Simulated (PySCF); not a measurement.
SMILES C[Si](C)(C)[SiH2]O[SiH3] (C3H14OSi3), singlet (GFN2-xTB optimised geometry):

```
21

C      2.794    -0.680     0.000
Si     0.881    -0.680     0.000
C      0.306    -1.451    -1.659
C      0.297     1.147     0.000
Si     0.054    -1.846     1.828
O     -1.569    -1.672     1.849
Si    -3.029    -1.088     1.498
H      3.189    -1.690    -0.054
H      3.191    -0.129    -0.848
H      3.193    -0.223     0.901
H      0.655    -2.475    -1.760
H      0.674    -0.894    -2.517
H     -0.779    -1.470    -1.721
H      0.648     1.690    -0.874
H     -0.788     1.203     0.009
H      0.657     1.676     0.878
H      0.473    -1.366     3.153
H      0.223    -3.305     1.815
H     -3.974    -1.961     2.187
H     -3.193    -1.135     0.043
H     -3.089     0.293     1.979
```

Computed with PBE/def2-SVP run with PySCF.

Problem. What are the frontier orbital energies and the dipole moment?

Solution. HOMO-2 -7.21 eV, HOMO-1 -6.74 eV, HOMO -6.14 eV, LUMO -0.91 eV, LUMO+1 -0.08 eV; dipole moment 1.29 D.

Meta-Löwdin charges at PBE/def2-SVP: C1 -0.54, Si2 0.60, C3 -0.53, C4 -0.53, Si5 0.58, O6 -0.77, Si7 0.71, H8 0.11, H9 0.11, H10 0.11, H11 0.11, H12 0.11, H13 0.11, H14 0.12, H15 0.11, H16 0.11, H17 -0.10, H18 -0.10, H19 -0.11, H20 -0.12, H21 -0.12.
